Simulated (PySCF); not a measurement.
**A thermochemical cycle for BeHg**

r²SCAN in PySCF with def2-SVPD on every atom (core potentials on Hg), for the lowest determinant that a PBE0 search found; no spin–orbit coupling. BeHg, a singlet (closed shell), has De = 0.13 eV to neutral atoms, and BeHg⁺, a doublet (σ ↑), has De = 1.60 eV to Be⁺ + Hg.

The adiabatic ionisation energy of BeHg, between the minima, is 7.26 eV.

**Question.** Which ionisation energy of the Be atom does this level give?

**Answer.** IE(Be) = IE(molecule) + De(ion) − De(neutral) = 7.26 + 1.60 − 0.13 = 8.73 eV; the measured value is 9.323 eV (NIST ASD).

Closed-shell solutions of metal pairs were not tested for spin polarisation, which can lower them a little. Weak bonds: BeHg. Basis-set superposition, not corrected here, can be much of De in a small basis, most of all at correlated wavefunction levels. Spin–orbit coupling is left out. For an ion De counts to the pair picked by the measured ionisation energies or electron affinities, which need not be the lowest pair at this level. States were picked by a PBE0 search and need not be the measured ground states.
